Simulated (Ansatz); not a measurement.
CuI2⁻. The state is a singlet with charge -1. Geometry r2SCAN-D4/def2-TZVPD, that of the charge -1 singlet.

```csv
atom,x (Å),y (Å),z (Å)
Cu1,-0.0003,0.0000,0.0000
I2,0.1447,-2.4250,-0.0134
I3,-0.1443,2.4250,0.0134
```

In the def2 sets I takes a core potential; there is no spin–orbit coupling. The structure comes from a short search, and lower isomers may exist.

Task: Estimate the orbital energies around the gap (eV) in Ansatz with PBE-D4/def2-TZVPD, r2SCAN-D4/def2-TZVPD, PBE0-D4/def2-TZVPD.

Result: 
| orbital | PBE-D4/def2-TZVPD | r2SCAN-D4/def2-TZVPD | PBE0-D4/def2-TZVPD |
| --- | --- | --- | --- |
| HOMO−5 | -2.17 | -2.43 | -3.68 |
| HOMO−4 | -1.59 | -1.72 | -3.22 |
| HOMO−3 | -1.59 | -1.72 | -3.22 |
| HOMO−2 | -1.51 | -1.57 | -3.05 |
| HOMO−1 | -1.14 | -1.28 | -2.51 |
| HOMO | -1.14 | -1.28 | -2.51 |
| LUMO | 2.48 | 2.91 | 2.99 |
| LUMO+1 | 2.66 | 3.15 | 2.99 |
| LUMO+2 | 3.05 | 3.49 | 3.34 |
| LUMO+3 | 3.05 | 3.49 | 3.34 |
| LUMO+4 | 3.36 | 3.69 | 3.84 |
| LUMO+5 | 3.56 | 4.02 | 3.88 |
| β HOMO | -1.14 | -1.28 | -2.51 |
| β LUMO | 2.48 | 2.91 | 2.99 |
